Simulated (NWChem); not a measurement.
## Electron attachment to C$_{4}$H$_{5}$

SMILES: [CH]=CC=C
```xyz
9

C      1.4995     1.2118     0.0000
C      0.2541     0.7653     0.0000
C     -0.1347    -0.6449     0.0000
C     -1.4061    -1.0683     0.0000
H      2.5073     0.7948     0.0000
H     -0.5698     1.4946     0.0000
H      0.6796    -1.3782     0.0000
H     -2.2419    -0.3616     0.0000
H     -1.6520    -2.1328     0.0000
```
Charge 0, spin multiplicity 2.

The numbers come from NWChem runs, not from measurements. The geometry was optimised at UPBE0/def2-SVP, a minimum by its harmonic frequencies. It is one conformer; others weren't searched.

Basis set: def2-SVPD. The species with one electron more has spin multiplicity 1 and keeps the geometry of the parent. Δ marks differences of total energies (open shells unrestricted; coupled cluster on restricted open-shell references). −ε marks an orbital energy of the parent. That orbital need not have the symmetry of the hole or added electron in the Δ rows. The basis adds only a small set of diffuse functions.

The correlated methods keep 4 core orbitals frozen. B3LYP has NWChem's definition, with VWN1-RPA local correlation. The structure started from a generated list of species. The unpaired electrons of the parent sit in orbitals of symmetry a' (Cs labels of the run); other states weren't searched. No SCF solution was tested for a lower state. Open-shell Hartree-Fock references start from PBE0 orbitals.

**Question.** One of these methods gave a vertical electron affinity of 0.30 eV. Which?
(A) ΔLC-wPBE (omega 0.3 per bohr)
(B) G0W0@BHandHLYP
(C) G0W0@PBE
(D) −ε(beta LUMO) of B3LYP

**Answer.** A, ΔLC-wPBE (omega 0.3 per bohr). The others give -0.35 (G0W0@BHandHLYP), 2.43 (−ε(beta LUMO) of B3LYP), 0.56 (G0W0@PBE).
